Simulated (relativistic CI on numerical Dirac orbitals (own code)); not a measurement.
## V III: q coefficients and field-shift factors

These numbers are calculated, not measured: Dirac-Coulomb-Breit CI, orbitals from a KLI potential per configuration, valence Slater integrals scaled by 0.85, P86 correlation energy added to each configuration, derivatives by finite differences, QED left out (own radial code, finite nucleus).

CI space (outside the closed core [Ne] 3s2): 3p⁶3d³, 3p⁶3d²4s, 3p⁶3d²4p, 3p⁶3d4s², 3p⁶3d²4d, 3p⁶3d4s4p, 3p⁶3d²4f, 3p⁵3d⁴. Levels of other configurations are missing.

With x = (α/α₀)² − 1 an excitation energy changes as ω = ω₀ + qx; K = 2q/ω₀ is the relative enhancement. Terms are leading LS components, so labels can repeat. The field-shift factor is F = δν/δ⟨r²⟩ for the transition from the lowest level.

Lowest level 3p⁶3d³ ⁴F3/2.

| Level | ω₀ (cm⁻¹) | q (cm⁻¹) | K | F (GHz/fm²) |
| --- | --- | --- | --- | --- |
| 3p⁶3d³ ⁴F5/2 | 128.1 | 127.7 | 1.99 | 0.000993 |
| 3p⁶3d³ ⁴F7/2 | 302.0 | 298.1 | 1.97 | 0.00232 |
| 3p⁶3d³ ⁴F9/2 | 517.5 | 504.9 | 1.95 | 0.00396 |
| 3p⁶3d³ ⁴P1/2 | 12543.7 | 91.35 | 0.0146 | 0.026 |
| 3p⁶3d³ ²G7/2 | 12589.1 | 98.71 | 0.0157 | 0.0296 |
| 3p⁶3d³ ⁴P3/2 | 12616.9 | 148.9 | 0.0236 | 0.0264 |
| 3p⁶3d³ ⁴P5/2 | 12776.7 | 324.5 | 0.0508 | 0.0276 |
| 3p⁶3d³ ²G9/2 | 12784.4 | 276.8 | 0.0433 | 0.0309 |
| 3p⁶3d³ ²P1/2 | 16652.3 | 101.7 | 0.0122 | 0.0538 |
| 3p⁶3d³ ²H9/2 | 16713.8 | 125 | 0.015 | 0.0356 |
| 3p⁶3d³ ²P3/2 | 16743.0 | 125.1 | 0.0149 | 0.0535 |
| 3p⁶3d³ ²H11/2 | 16860.4 | 250 | 0.0297 | 0.0366 |
| 3p⁶3d³ ²D3/2 | 18075.1 | 218.7 | 0.0242 | 0.049 |
| 3p⁶3d³ ²D5/2 | 18231.8 | 291 | 0.0319 | 0.049 |
| 3p⁶3d³ ²F7/2 | 28941.1 | 65.85 | 0.00455 | 0.0739 |
| 3p⁶3d³ ²F5/2 | 29051.3 | 168.5 | 0.0116 | 0.0752 |
| 3p⁶3d³ ²D5/2 | 44622.4 | -3.08 | -0.000138 | 0.11 |
| 3p⁶3d³ ²D3/2 | 44713.6 | 81.71 | 0.00365 | 0.111 |
| 3p⁶3d²4s ⁴F3/2 | 44998.5 | -2682 | -0.119 | 1.21 |
| 3p⁶3d²4s ⁴F5/2 | 45154.4 | -2530 | -0.112 | 1.21 |
| 3p⁶3d²4s ⁴F7/2 | 45373.0 | -2314 | -0.102 | 1.21 |
| 3p⁶3d²4s ⁴F9/2 | 45652.1 | -2039 | -0.0893 | 1.22 |
| 3p⁶3d²4s ²F5/2 | 51338.3 | -2330 | -0.0908 | 1.1 |

For a near-neutral ion this model can misplace configurations by up to about 10,000 cm⁻¹ (more where the count of f electrons changes) and terms by 10 to 25 % of their spread. Rates follow the energies as ν³ (E1, M1) or ν⁵ (E2), so they and the lifetimes can be off by large factors. The fine structure of a lone outer electron comes out too small, for d and f at times inverted, and misplaced configurations move strength between like terms.
